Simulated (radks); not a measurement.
Spherical quantum dot in the effective-mass picture: electrons in a well V = -V0 / (1 + exp((r - R)/a)) with V0 = 15.9, R = 3.49, a = 0.27, all in effective atomic units (hartree* = m*/eps^2 hartree, bohr* = eps/m* bohr), one dielectric constant everywhere. Calculated with a radial shooting solver with Libxc functionals: non-relativistic Kohn-Sham, r2SCAN, spin-polarised, spherical densities, generalised Kohn-Sham scheme. Levels are named by radial order and angular momentum (1s, 1p, 1d, 2s, ...), and open shells are averaged over m.

N = 12, configuration 1s2 1p6 1d(up 4, down 0). This is the lowest configuration that the search found. Occupied and some empty levels:

| level | occupation | eigenvalue (hartree*) | <r> (bohr*) |
|---|---|---|---|
| 1s up | 1 | -10.588 | 1.996 |
| 1s down | 1 | -10.504 | 1.951 |
| 1p up | 3 | -10.262 | 2.154 |
| 1p down | 3 | -10.153 | 2.133 |
| 1d up | 4 | -9.7530 | 2.279 |
| 1d down | 0 | -9.6244 | 2.273 |
| 1f up | 0 | -9.0942 | 2.383 |
| 2s up | 0 | -9.0511 | 1.610 |
| 2s down | 0 | -8.9923 | 1.653 |
| 1f down | 0 | -8.9524 | 2.382 |
| 2p up | 0 | -8.2474 | 1.872 |
| 2p down | 0 | -8.1788 | 1.877 |

Energy (hartree*): total -149.814, kinetic 10.642, external -185.56, Hartree 30.250, exchange-correlation -5.1449.
